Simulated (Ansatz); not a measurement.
`OC[S][GeH3]`. The species carries charge 0 and has multiplicity 1. Geometry: relaxed with PBE0-D4/def2-TZVP. It is one conformer, not always the lowest.

```xyz
10

O    -1.036   -1.839   -0.020
C     0.293   -1.428   -0.043
S     0.740   -0.180    1.220
Ge    0.134    1.659    0.145
H    -1.602   -1.081   -0.197
H     0.897   -2.303    0.198
H     0.601   -1.054   -1.026
H     0.350    2.830    1.109
H    -1.353    1.572   -0.255
H     0.976    1.825   -1.132
```

Problem. What is the dipole moment at PBE/def2-TZVPP? (Estimate.)

Solution. Ansatz gave: 1.83 D, with components (-0.16, 1.17, -1.40) D in this frame, pointing from negative to positive charge.

Problem. And with r2SCAN, B3LYP, ωB97M-V? (Estimate.)

Solution. Computed: r2SCAN 1.93 D, B3LYP 1.92 D, ωB97M-V 1.98 D.

Problem. Give the Mulliken charges with PBE, ωB97M-V, r2SCAN in def2-TZVPP. (An estimate is asked.)

Solution. Ansatz gave: 
| atom | PBE | ωB97M-V | r2SCAN |
| --- | --- | --- | --- |
| O1 | -0.28 | -0.30 | -0.33 |
| C2 | -0.03 | -0.09 | 0.10 |
| S3 | -0.23 | -0.19 | -0.27 |
| Ge4 | 0.13 | 0.06 | 0.17 |
| H5 | 0.19 | 0.18 | 0.20 |
| H6 | 0.12 | 0.14 | 0.07 |
| H7 | 0.11 | 0.14 | 0.08 |
| H8 | 0.01 | 0.04 | 0.01 |
| H9 | -0.02 | 0.00 | -0.02 |
| H10 | 0.00 | 0.02 | -0.01 |

B3LYP here is the variant with VWN-RPA as its local correlation; programs differ in this.
